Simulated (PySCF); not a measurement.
Working out the ionisation energy of Kr²⁺

Kr²⁺ [Ar] 3d10 4s2 4p4 (3P) → Kr³⁺ [Ar] 3d10 4s2 4p3 (4S). Calculation: PySCF 2.14, in aug-cc-pVTZ-PP with ECP10MDF (6s5p4d2f, 55 functions); a scalar-relativistic core potential. Frozen: 3s2 3p6 3d10. Energies in hartree (1 hartree = 27.21139 eV):

```
             part  Kr²⁺ (lower)  Kr³⁺ (upper)
              UHF   -460.864347   -459.602516
MP2 opposite-spin     -0.085381     -0.061911
    MP2 same-spin     -0.024619     -0.021680
```

Q: What does Hartree-Fock give?

A: (-459.602516) − (-460.864347) = 1.261831 hartree = 34.336 eV.

Q: What do MP2 and SCS-MP2 (6/5 opposite-spin, 1/3 same-spin) give?

A: The opposite-spin parts differ by 0.639 eV and the same-spin parts by 0.080 eV. MP2: 34.336 + (0.639) + (0.080) = 35.055 eV. SCS-MP2: 34.336 + 1.2 × (0.639) + (0.080)/3 = 35.129 eV.

Reference: 35.838 ± 0.02 eV (measured; NIST Atomic Spectra Database, ionization energies), between the lowest levels; spin-orbit coupling is absent from the calculation.

What remains against the reference includes basis incompleteness, the frozen core and correlation beyond second order.
